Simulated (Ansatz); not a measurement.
`F[Si](F)([SiH3])Br` + H–F → `F[Si](F)(F)Br` + SiH₄ at 500 K and 1 bar (cleavage of the Si–Si bond).

Calculated with Ansatz (gas phase, PBE0-D4/def2-TZVP geometries, no zero-point term in ΔE). CCSD(T)/CBS is the MP2 limit (def2-TZVPP, def2-QZVPP) plus CCSD(T) − MP2 in def2-TZVPP, frozen cores. This one scheme is used for every species. For Br outer-core shells are correlated without core-valence functions, which leaves a few kJ/mol of doubt a bond. Scalar relativity is left out up to krypton.

```csv
species,CCSD(T)/CBS energy (Eh),H − E (kJ/mol),S (J/(mol·K))
`F[Si](F)([SiH3])Br`,-3353.04613,133.5,438.5
H–F,-100.39570,39.4,188.7
`F[Si](F)(F)Br`,-3162.03492,62.9,364.4
SiH₄,-291.46306,102.4,230.9
```

H − E and S are ideal-gas, rigid-rotor, harmonic terms from PBE0-D4/def2-TZVP. 1 Eh = 2625.50 kJ/mol, R = 8.31446 J/(mol·K).

Question: By hand: ΔE, ΔH, ΔS and ΔG.

Answer: ΔE = (-3162.03492) + (-291.46306) − (-3353.04613) − (-100.39570) = -0.05615 Eh = -147.4 kJ/mol. Δ(H − E) = 62.9 + 102.4 − 133.5 − 39.4 = -7.6, so ΔH = -155.0 kJ/mol. ΔS = 364.4 + 230.9 − 438.5 − 188.7 = -31.9 J/(mol·K). ΔG = -155.0 − 500 × (-31.9)/1000 = -139.1 kJ/mol.

Question: By hand: the equilibrium constant, and the temperature at which ΔG would vanish if ΔH and ΔS stayed fixed.

Answer: log₁₀ K = −ΔG/(RT ln 10) = 14.5. ΔG = 0 at ΔH/ΔS = 4859 K, far beyond where these terms or the molecules hold.

ΔH outweighs TΔS. A doubt of 5 kJ/mol in ΔE shifts log₁₀ K by 0.5 here. These are equilibria of isolated gas molecules and say nothing of rates. Largest T1 diagnostic: 0.011 (customary marks: 0.02 for closed shells, 0.045 for open ones).
